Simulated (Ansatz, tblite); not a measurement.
Forces on MgTe₂ at its PBE-D4/def2-TZVP geometry. The state is a singlet with charge 0.

In the def2 sets Te takes a core potential; there is no spin–orbit coupling. The xTB rows come from tblite. The structure comes from a short search, and lower isomers may exist.

GFN1-xTB (tblite), largest force 1.06 eV/Å:

```xyz
3
positions Å, forces eV/Å
Mg    1.251   -0.024   -0.661   -0.501    0.009    0.265
Te   -0.089   -0.892    1.380   -0.116    0.614   -0.851
Te   -1.163    0.916   -0.719    0.618   -0.623    0.586
```

GFN2-xTB (tblite), largest force 0.34 eV/Å:

```
Mg 0.012 0.000 -0.006
Te -0.127 0.205 -0.235
Te 0.116 -0.205 0.241
```

PBE0-D4/def2-TZVP (Ansatz), largest force 0.39 eV/Å:

```
Mg -0.227 0.004 0.120
Te -0.018 0.220 -0.318
Te 0.245 -0.224 0.198
```
